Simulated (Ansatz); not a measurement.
Species: CH3NOSi, charge 0, singlet. CH3NOSi (SMILES O=C=N[SiH3]).
B3LYP-D3(BJ)/def2-TZVP minimum from Ansatz (a program for electronic structure):
```xyz
7

Si    -1.5688    -0.1388    -0.2345
N      0.1165     0.0152     0.0103
C      1.2899     0.1142     0.1928
O      2.4409     0.2121     0.3704
H     -2.1821     1.2039    -0.1909
H     -1.8046    -0.7610    -1.5530
H     -2.1317    -0.9881     0.8347
```
Charge 0, spin multiplicity 1.

Wanted: atomisation energy (electronic, to ground-state atoms), in kcal/mol. Open shells are spin-unrestricted; no spin-orbit coupling. CBS(X,Y): correlation extrapolated as X^-3, Hartree-Fock from the larger set. A bracket is a step between two methods taken in the basis named. Functionals run without relativity, which enters their misses. '+ core + X2C': CCSD(T) terms for core correlation (cc-pwCVTZ, 1s frozen past Ne) and scalar relativity (cc-pVTZ-DK). For partners of very few electrons the exact lower level stands in for a higher one.

CCSD(T)/CBS(cc-pV(T+d)Z,cc-pV(Q+d)Z) + [CCSDT(Q) - CCSD(T)]/cc-pV(D+d)Z + core + X2C (Ansatz) gives 666.0 kcal/mol.

How far off this value is PBE/def2-TZVPD (Ansatz), in which direction, and which of these levels come nearer: r2SCAN/def2-TZVPD, B3LYP/def2-TZVPD, PBE0/def2-TZVPD, wB97M-V/def2-TZVPD, CCSD(T)/CBS(cc-pV(T+d)Z,cc-pV(Q+d)Z) + core + X2C?

PBE gives 685.6 kcal/mol, 19.6 kcal/mol above it. Differences of the others: r2SCAN/def2-TZVPD (Ansatz) 2.1; B3LYP/def2-TZVPD (Ansatz) -0.6; PBE0/def2-TZVPD (Ansatz) -2.3; wB97M-V/def2-TZVPD (Ansatz) 2.3; CCSD(T)/CBS(cc-pV(T+d)Z,cc-pV(Q+d)Z) + core + X2C (Ansatz) -0.9 kcal/mol. Nearer than PBE: r2SCAN/def2-TZVPD, B3LYP/def2-TZVPD, PBE0/def2-TZVPD, wB97M-V/def2-TZVPD, CCSD(T)/CBS(cc-pV(T+d)Z,cc-pV(Q+d)Z) + core + X2C.
